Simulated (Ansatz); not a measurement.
F$_{3}$HNSi (`[NH][Si](F)(F)F`) radical, 6 atoms. Total charge 0; spin multiplicity 2. All runs use 4 threads of a server CPU on a shared host. Correlated methods freeze the cores. Open-shell runs search over several starts.

(1) Give the basis size and wall time and peak host memory of each of these runs in Ansatz. UHF-CCSD(T)/def2-TZVPP energy; UKS PBE0-D4/def2-TZVP frequencies; UHF-CCSD(T)/def2-SVP energy; UKS ωB97M-V/def2-QZVPP energy; UKS ωB97M-V/def2-SVP energy; UKS PBE0-D4/def2-SVP energy; UKS CAM-B3LYP-D4/def2-TZVPP energy; UKS PBE0-D4/def2-TZVP relaxation (7 steps); UKS B97M-V/def2-TZVPP energy; UHF-MP2/def2-QZVPP energy; direct RPA on PBE orbitals/def2-TZVPP energy; UKS PBE0-D4/def2-QZVPP energy. (Estimate.)

## Answers

(1) Ansatz gave: Other jobs shared the machine, so times are rough.

```tsv
level	job	functions	wall time	peak host memory (GiB)
UKS PBE0-D4/def2-SVP	energy	79	2.6 s	0.21
UKS CAM-B3LYP-D4/def2-TZVPP	energy	180	7.5 s	0.57
UKS ωB97M-V/def2-SVP	energy	79	7.5 s	0.36
direct RPA on PBE orbitals/def2-TZVPP	energy	180	8.5 s	0.43
UKS B97M-V/def2-TZVPP	energy	180	9.5 s	0.4
UHF-CCSD(T)/def2-SVP	energy	79	11 s	0.53
UKS PBE0-D4/def2-QZVPP	energy	328	18 s	1.1
UHF-MP2/def2-QZVPP	energy	328	32 s	1.3
UKS PBE0-D4/def2-TZVP	relaxation (7 steps)	167	35 s	0.48
UKS ωB97M-V/def2-QZVPP	energy	328	50 s	1.8
UKS PBE0-D4/def2-TZVP	frequencies	167	85 s	0.47
UHF-CCSD(T)/def2-TZVPP	energy	180	2.8 min	5.1
```
